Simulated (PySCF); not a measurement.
Geometries of 2 isomers of C3H10Ge, from PySCF 2.14.0, PBE0-D3(BJ)/def2-SVP geometry optimisation, gas phase. One conformer each, no zero-point energy, no frequencies.

**Question.** Which isomer lies lower at this level?
A.
```xyz
14
angstrom
Ge     0.176    0.350   -1.682
C      0.176    0.324    0.289
C      0.980   -0.860    0.816
C     -1.247    0.341    0.836
H      0.683    1.258    0.591
H      2.019   -0.852    0.451
H      0.528   -1.819    0.512
H      1.014   -0.853    1.919
H     -1.245    0.369    1.939
H     -1.818    1.214    0.483
H     -1.802   -0.563    0.535
H      1.621    0.368   -2.221
H     -0.572    1.592   -2.212
H     -0.534   -0.913   -2.214
```
B.
```xyz
14
angstrom
Ge     0.481    0.721    0.365
H      0.519    0.718    1.911
H      1.943    0.715   -0.142
C     -0.440    2.323   -0.273
H      0.040    3.232    0.115
H     -1.490    2.316    0.056
H     -0.421    2.363   -1.372
C     -0.424   -0.906   -0.255
C      0.294   -2.194    0.129
H     -0.537   -0.832   -1.350
H     -1.445   -0.891    0.161
H     -0.242   -3.086   -0.233
H      1.312   -2.231   -0.291
H      0.392   -2.293    1.222
```

**Answer.** B. That is GeH2MeEt (`[H][Ge]([H])([CH3])[CH2]C`), 5.7 kcal/mol below the other.

```tsv
SMILES	atoms numbered as above	E (Eh)	relative (kcal/mol)	relative (kJ/mol)	dipole (D)
[H][Ge]([H])([CH3])[CH2]C	–	-2196.58954	0.0	0.0	0.78
[H][Ge]([H])([H])[CH](C)C	–	-2196.58052	5.7	23.7	0.84
```
